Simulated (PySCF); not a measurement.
Bonds (- single, = double, # triple, : aromatic): C1#C2, C2-Si3, Si3-C4, C4-C5, C5-C6, C6-C7, C7-F8, C7-F9, C7-F10, C6-Si3. C1 carries H11; Si3 carries H12; C4 carries H13, H14; C5 carries H15, H16; C6 carries H17. Stereochemistry as in C#C[Si@@H]1CC[C@H]1C(F)(F)F. H14, H16 are cis to C2 on the ring; H13, H15 are trans to C2 on the ring.

- geometry: GFN2-xTB
- shielding tensors at PBE0/pcSseg-1 (GIAO)
- program: PySCF 2.14
- isolated molecule, rapidly exchanging positions averaged, non-relativistic, one conformer

**Question.** Predict the 2D correlation tables (HSQC, COSY, HMBC).

**Answer.** 

HSQC (one-bond C–H):
| δH | δC |
| --- | --- |
| 2.54 (H16) | 21.5 (C5) |
| 2.47 (H15) | 21.5 (C5) |
| 2.45 (H17) | 38.4 (C6) |
| 2.27 (H11) | 108.0 (C1) |
| 1.85 (H13) | 15.0 (C4) |
| 1.59 (H14) | 15.0 (C4) |

COSY cross peaks (H two or three bonds apart, from the bond graph; peaks can be absent where the dihedral angle is near 90°):
| δH | δH |
| --- | --- |
| 5.24 (H12) | 2.45 (H17) |
| 5.24 (H12) | 1.85 (H13) |
| 5.24 (H12) | 1.59 (H14) |
| 2.54 (H16) | 2.47 (H15) |
| 2.54 (H16) | 2.45 (H17) |
| 2.54 (H16) | 1.85 (H13) |
| 2.54 (H16) | 1.59 (H14) |
| 2.47 (H15) | 2.45 (H17) |
| 2.47 (H15) | 1.85 (H13) |
| 2.47 (H15) | 1.59 (H14) |
| 1.85 (H13) | 1.59 (H14) |

HMBC (two and three bonds, from the bond graph):
| δH | δC |
| --- | --- |
| 5.24 (H12) | 139.1 (C7), 108.0 (C1), 87.5 (C2), 38.4 (C6), 21.5 (C5), 15.0 (C4) |
| 2.54 (H16) | 139.1 (C7), 38.4 (C6), 15.0 (C4) |
| 2.47 (H15) | 139.1 (C7), 38.4 (C6), 15.0 (C4) |
| 2.45 (H17) | 139.1 (C7), 87.5 (C2), 21.5 (C5), 15.0 (C4) |
| 2.27 (H11) | 87.5 (C2) |
| 1.85 (H13) | 87.5 (C2), 38.4 (C6), 21.5 (C5) |
| 1.59 (H14) | 87.5 (C2), 38.4 (C6), 21.5 (C5) |

Scale: TMS for ¹H (σ = 31.72 ppm) and ¹³C (σ = 186.93 ppm) (reference shieldings calculated alike).

Shifts are as computed. Against solution values, carbons near 30 ppm lie about +3 ppm off and those near 130 ppm about +5 ppm. Of 1211 compounds with measured shifts, 218 miss one by over three times the rms of a fit or turn the order of signals round; such compounds aren't used in these exercises.
